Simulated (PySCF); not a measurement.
System (SMILES): NB(F)F.
Geometry (B3LYP-D3(BJ)/def2-TZVP, fixed):
```xyz
6

B      0.0183    -0.0197     0.0248
F      1.2393    -0.4934    -0.2319
F     -0.5103    -0.2912     1.2198
N     -0.6792     0.7310    -0.9204
H     -1.5987     1.0964    -0.7469
H     -0.2993     0.9462    -1.8251
```
Charge 0, spin multiplicity 1.

Basis-set convergence of the mean static polarisability at PBE0 with PySCF. All functions are spherical. Density fitting with generated auxiliary sets. In sets without p functions on hydrogen, species with hydrogen take exact integrals. Species with rotatable bonds are taken in one conformer. No added dispersion term, no relativity. Reference: the value in d-aug-cc-pVTZ, 24.65 bohr³, itself unsure by roughly 0.5 % (its mean distance from aug-pcseg-2, aug-cc-pVTZ). Deviations are taken from unrounded values.

| basis | functions | mean static polarisability (bohr³) |
|---|---|---|
| 6-31G* | 60 | 17.06 |
| 6-31+G* | 76 | 21.23 |
| cc-pVDZ | 66 | 17.78 |
| aug-cc-pVDZ | 110 | 24.24 |
| def2-SVP | 66 | 17.25 |
| def2-SVPD | 102 | 23.88 |
| pcseg-1 | 66 | 17.48 |
| aug-pcseg-1 | 110 | 24.47 |
| 6-311G** | 84 | 18.41 |
| 6-311+G** | 100 | 21.44 |
| def2-TZVP | 136 | 21.72 |
| def2-TZVPD | 172 | 24.46 |
| cc-pVTZ | 148 | 21.07 |
| aug-cc-pVTZ | 230 | 24.54 |
| pcseg-2 | 148 | 21.67 |
| aug-pcseg-2 | 230 | 24.53 |
| def2-TZVPP | 152 | 21.99 |
| def2-TZVPPD | 188 | 24.48 |
| def2-QZVPP | 288 | 23.43 |
| def2-QZVPPD | 324 | 24.57 |

What the diffuse functions change, pair by pair:
- 6-31G* to 6-31+G*: 16 more functions, deviation -30.8 to -13.9 %
- cc-pVDZ to aug-cc-pVDZ: 44 more functions, deviation -27.9 to -1.7 %
- def2-SVP to def2-SVPD: 36 more functions, deviation -30.0 to -3.1 %
- pcseg-1 to aug-pcseg-1: 44 more functions, deviation -29.1 to -0.7 %
- 6-311G** to 6-311+G**: 16 more functions, deviation -25.3 to -13.0 %
- def2-TZVP to def2-TZVPD: 36 more functions, deviation -11.9 to -0.8 %
- cc-pVTZ to aug-cc-pVTZ: 82 more functions, deviation -14.5 to -0.4 %
- pcseg-2 to aug-pcseg-2: 82 more functions, deviation -12.1 to -0.5 %
- def2-TZVPP to def2-TZVPPD: 36 more functions, deviation -10.8 to -0.7 %
- def2-QZVPP to def2-QZVPPD: 36 more functions, deviation -5.0 to -0.3 %

They bring the value nearer the reference by more than 0.5 % in 10 of 10 pairs.
